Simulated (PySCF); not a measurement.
# Hartree-Fock beside MP2: Al2H3NO

All numbers below are calculated, not measured. The program is PySCF 2.14.0, an open-source quantum chemistry code, run on an isolated molecule that a program drew, which may never have been made. The molecule is Al2H3NO (charge 0, singlet), drawn as the SMILES string `[NH2][AlH][Al]=[O]`.

The geometry was optimised and harmonic frequencies were computed with HF and MP2, all in the cc-pV(D+d)Z basis, for the commonest isotopes, with a restricted reference for singlets and an unrestricted one otherwise, and a frozen core in MP2. Each result is a local minimum of its method.

Geometry at the HF minimum:
```xyz
7
Al2H3NO, angstrom
N    -0.0670    1.8961    0.7756
Al   -1.7064    2.0419    0.1631
Al   -3.6424    1.6391    1.8489
O    -4.8050    1.3916    2.8838
H     0.2007    1.6717    1.7159
H     0.7583    2.0291    0.2188
H    -1.9661    2.4017   -1.3454
```

Lengths of the bonds as drawn, in Å (atoms numbered as above):
```
bond,HF,MP2
N1-Al2,1.756,1.770
Al2-Al3,2.599,2.585
Al3-O4,1.576,1.635
N1-H5,1.003,1.018
N1-H6,1.004,1.019
Al2-H7,1.572,1.575
```

Rotational constants, in GHz:
| constant | HF | MP2 |
|---|---|---|
| A | 18.75 | 18.35 |
| B | 1.62 | 1.603 |
| C | 1.491 | 1.474 |

Harmonic frequencies in cm^-1, each column in rising order, so a row needn't be the same motion in every method:
```
rank,HF,MP2
1,102,90
2,149,125
3,203,178
4,324,318
5,350,336
6,515,448
7,543,543
8,587,545
9,781,737
10,860,830
11,1195,1019
12,1679,1550
13,2019,?
14,3770,3593
15,3853,3694
```

**Estimate the missing MP2 frequency from the HF column.**

A single factor s that minimises the squared misfit of MP2 against s times HF over the other rows is sum(HF x MP2) / sum(HF^2) = 0.9486, with an rms misfit of 38 cm^-1. For rank 13 it gives 0.9486 x 2019 = 1915 cm^-1. The calculation gives 1988 cm^-1, 73 cm^-1 above the estimate. The drawn bonds are on average 1.2 % longer in MP2 than in HF.
